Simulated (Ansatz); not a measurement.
Program: Ansatz. Geometries: PBE0-D4/def2-TZVP. ΔE: electronic, gas phase. CCSD(T)/CBS adds triple-zeta CCSD(T) − MP2 to the extrapolated MP2 energy (def2 sets, frozen cores). def2 core potentials past Kr. For Te outer-core shells are correlated without core-valence functions, which leaves a few kJ/mol of doubt a bond. One conformer a species, not always the lowest.

Reaction (ligand exchange at the Si–O bond): `FC(F)O[SiH3]` + `CC[TeH]` → `CC[Te][SiH3]` + `OC(F)F`

`FC(F)O[SiH3]`:

```xyz
9

F    -1.337    0.414    1.505
C    -0.054    0.686    1.171
F     0.692   -0.326    1.688
O     0.091    0.758   -0.161
Si    0.090   -0.535   -1.225
H     0.243    1.622    1.649
H    -0.108    0.092   -2.549
H    -1.011   -1.474   -0.907
H     1.394   -1.236   -1.171
```

`CC[TeH]`:

Cartesian coordinates in Å:
```
C -0.086 -1.169 -0.096
C 0.384 0.257 0.102
Te -1.266 1.620 -0.168
H -0.864 -1.440 0.622
H 0.746 -1.865 0.040
H -0.487 -1.325 -1.100
H 1.149 0.532 -0.623
H 0.771 0.417 1.107
H -0.348 2.971 0.116
```

`CC[Te][SiH3]`:

Cartesian coordinates in Å:
```
C -1.029 -1.994 0.323
C -0.218 -0.720 0.415
Te -0.412 0.438 -1.405
Si 1.051 2.281 -0.616
H -2.092 -1.783 0.179
H -0.927 -2.575 1.244
H -0.696 -2.623 -0.506
H 0.844 -0.926 0.546
H -0.558 -0.083 1.232
H 1.110 3.281 -1.711
H 0.504 2.915 0.613
H 2.422 1.790 -0.313
```

`OC(F)F`:

```xyz
6

O     0.880    0.264   -0.585
C    -0.240    0.181    0.158
F    -0.019   -0.497    1.311
F    -1.213   -0.504   -0.489
H     1.188   -0.629   -0.785
H    -0.596    1.185    0.390
```

```tsv
species	MP2/def2-QZVPP energy (Eh)
`FC(F)O[SiH3]`	-604.19681
`CC[TeH]`	-347.26662
`CC[Te][SiH3]`	-637.53998
`OC(F)F`	-313.91722
```

Q: Work out ΔE.

A: ΔE = (-637.53998) + (-313.91722) − (-604.19681) − (-347.26662) = 0.00623 Eh = +16.4 kJ/mol. CCSD(T)/CBS gives +19.1 kJ/mol.

Largest T1 diagnostic among the species: 0.012.

In def2-TZVPP, CCSD(T) changes the Hartree–Fock value by −15.9 kJ/mol (the triples alone add −3.3 kJ/mol) and MP2 by −21.2 kJ/mol. Leaving LDA and LC-ωPBE aside and taking each functional with its dispersion term where it has one, the values, not all of them listed here, spread over 26.4 kJ/mol, from PBE-D4 to CAM-B3LYP-D4. LDA lies +4.1 kJ/mol from PBE without D4. The D4 term adds −3.3 kJ/mol with B3LYP and −2.0 kJ/mol with PBE0; it sums over pairs of atoms, weighted by their polarisabilities, and B3LYP, whose exchange is more repulsive, gets the larger term.

B3LYP here is the variant with VWN-RPA as its local correlation; programs differ in this.
